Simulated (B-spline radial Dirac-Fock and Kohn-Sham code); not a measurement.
Model: Dirac-Fock ΔSCF + Breit + QED. Program: an atomic code on a B-spline grid. Free neutral atoms.

Task: Order these X-ray lines by photon energy, lowest first.
A. Lu Lα1
B. Mn Kβ1
C. Xe Lα1
D. Zn Kα2
E. Dy Lγ1
F. Cu Kβ3

Result: C (4110.7 eV), B (6487.6 eV), A (7655.1 eV), E (8413.1 eV), D (8614.7 eV), F (8900.3 eV).

Values without a named source are computed, but for edge energies of neutral atoms, which are taken from tables.
